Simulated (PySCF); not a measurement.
Rhenium: a sound run and one with changed settings

Sound run: Re [Xe] 4f14 5d5 6s2, Re⁺ [Xe] 4f14 5d5 6s1. All numbers are calculated (PySCF 2.14, a scalar-relativistic core potential, in aug-cc-pVDZ-PP with ECP60MDF (5s5p4d2f, 54 functions)). In the sound run the correlated levels freeze 5s2 5p6 outside the core potential. The sound run starts from symmetry-adapted Hartree-Fock orbitals and uses a fine grid where one is needed.

Changed run: initial guess 1e, at most 50 SCF cycles.

| species | method | sound run (hartree) | changed run (hartree) | converged |
| --- | --- | --- | --- | --- |
| Re | UHF | -77.83475 | -77.76653 | yes |
| Re | BP86 | -78.57840 | -78.57840 | yes |
| Re | B3LYP | -78.50187 | -78.50187 | yes |
| Re⁺ | UHF | -77.61633 | -77.61633 | yes |
| Re⁺ | BP86 | -78.29003 | -78.29003 | yes |
| Re⁺ | B3LYP | -78.20932 | -78.20932 | yes |
| Re⁺ | MP2 | -77.67740 | -77.67740 | yes |

Ionisation energy of Re:

```
method  sound run (eV)  changed run (eV)
  BP86           7.847             7.847
 B3LYP           7.961             7.961
```

The plain start fixes occupations by D2h representation alone, and Re at UHF landed in another state (other ⟨L²⟩ or ⟨S²⟩). 

For comparison, NIST gives 7.834 eV between the lowest levels.
